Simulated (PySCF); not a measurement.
Zn(Cl)(Me) (CH3ClZn), SMILES [CH3][Zn][Cl]. Heavy atoms are numbered as in [Zn:1]([Cl:2])[CH3:3]. Hydrogens are named by the atom that carries them.

Geometry: B3LYP-D3(BJ)/def2-TZVP.

Calculation: M06-2X/def2-TZVPD (PySCF).

Mulliken values depend strongly on the basis, most of all with diffuse functions as here. ESP charges are fitted to the potential on shells at 1.4 to 2.0 van der Waals radii. Atomic charges (e), one atom of each kind:

```
atom      Mulliken  ESP fit  meta-Löwdin
--------  --------  -------  -----------
Zn1           0.60      ___         1.18
Cl2          -0.37      ___        -0.71
C3 (CH3)     -0.76      ___        -0.83
H on C3       0.18      ___         0.12
```

Question: Fill in the missing entries. (An estimate is asked for; the answer gives what the named calculation found.)

Answer: 
- Zn1, ESP fit: 0.68
- Cl2, ESP fit: -0.43
- C3 (CH3), ESP fit: -0.71
- H on C3, ESP fit: 0.15
